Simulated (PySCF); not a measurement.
## `InChI=1S/C5H10O3Si/c1-8-3-4(6)2-5(7)9/h2-3H2,1,9H3`

Molfile (atoms numbered from 1):
```
C5H10O3Si
     RDKit          3D

 19 18  0  0  0  0  0  0  0  0999 V2000
   -2.3633   -1.0376   -1.0935 C   0  0  0  0  0  0  0  0  0  0  0  0
   -2.6827   -0.3004    0.0658 O   0  0  0  0  0  0  0  0  0  0  0  0
   -1.6643    0.5503    0.5075 C   0  0  0  0  0  0  0  0  0  0  0  0
   -0.4217   -0.1410    1.0379 C   0  0  0  0  0  0  0  0  0  0  0  0
   -0.2901   -1.3320    1.1488 O   0  0  0  0  0  0  0  0  0  0  0  0
    0.7146    0.8238    1.3171 C   0  0  0  0  0  0  0  0  0  0  0  0
    1.4576    0.8833   -0.0144 C   0  0  0  0  0  0  0  0  0  0  0  0
    1.0623    1.5987   -0.9038 O   0  0  0  0  0  0  0  0  0  0  0  0
    2.9583   -0.3041   -0.2074 Si  0  0  0  0  0  4  0  0  0  0  0  0
   -1.6026   -1.7972   -0.8934 H   0  0  0  0  0  0  0  0  0  0  0  0
   -2.0101   -0.3762   -1.8941 H   0  0  0  0  0  0  0  0  0  0  0  0
   -3.2860   -1.5235   -1.4035 H   0  0  0  0  0  0  0  0  0  0  0  0
   -1.3372    1.2356   -0.2950 H   0  0  0  0  0  0  0  0  0  0  0  0
   -2.1022    1.1492    1.3128 H   0  0  0  0  0  0  0  0  0  0  0  0
    1.3634    0.4251    2.0942 H   0  0  0  0  0  0  0  0  0  0  0  0
    0.3298    1.8089    1.5762 H   0  0  0  0  0  0  0  0  0  0  0  0
    3.3614   -0.2754   -1.6077 H   0  0  0  0  0  0  0  0  0  0  0  0
    3.9904    0.2379    0.6793 H   0  0  0  0  0  0  0  0  0  0  0  0
    2.5125   -1.6161    0.2456 H   0  0  0  0  0  0  0  0  0  0  0  0
  1  2  1  0
  2  3  1  0
  3  4  1  0
  4  5  2  0
  4  6  1  0
  6  7  1  0
  7  8  2  0
  7  9  1  0
  1 10  1  0
  1 11  1  0
  1 12  1  0
  3 13  1  0
  3 14  1  0
  6 15  1  0
  6 16  1  0
  9 17  1  0
  9 18  1  0
  9 19  1  0
M  END
```

Computed with PySCF 2.14.0, GIAO B3LYP/pcSseg-1 magnetisability, rotational g tensor and spin-rotation constants, non-relativistic, gas phase. Geometry: GFN2-xTB.

(1) What are the magnetisability and the molar susceptibility?

(2) Split it along the inertial axes a, b, c into diamagnetic and paramagnetic parts about the centre of mass, with the quadrupole moment.

(3) And the rotational g tensor?

Results:

(1) Isotropic -1112 × 10⁻³⁰ J/T², or -67.0 × 10⁻⁶ cm³/mol; principal values -1333, -1226, -779 × 10⁻³⁰ J/T², anisotropy 509 × 10⁻³⁰ J/T² (root of half the summed squared differences of the principal values). The susceptibility is in cgs units.

(2) 
| axis | χ (10⁻⁶ cm³/mol) | diamagnetic (10⁻⁶ cm³/mol) | paramagnetic (10⁻⁶ cm³/mol) | summed x² of all electrons (Å²) | quadrupole Θ (D Å) |
| --- | --- | --- | --- | --- | --- |
| a | -73.0 | -640.8 | 567.8 | 331.0 | -0.18 |
| b | -48.1 | -1714.5 | 1666.4 | 77.9 | -10.52 |
| c | -79.9 | -1734.8 | 1654.9 | 73.1 | +10.70 |

Anisotropies 2χaa − χbb − χcc = -18.0 and 2χbb − χaa − χcc = +56.7 × 10⁻⁶ cm³/mol. Θ is traceless in Buckingham's convention.

(3) 
| axis | rotational constant (GHz) | g | nuclear part | electronic part |
| --- | --- | --- | --- | --- |
| a | 2.3466 | -0.0434 | 0.5825 | -0.6259 |
| b | 0.7480 | -0.0205 | 0.5651 | -0.5856 |
| c | 0.7276 | -0.0133 | 0.5524 | -0.5657 |

Asymmetric top; isotopes 12C, 1H, 16O, 28Si; no vibrational averaging.
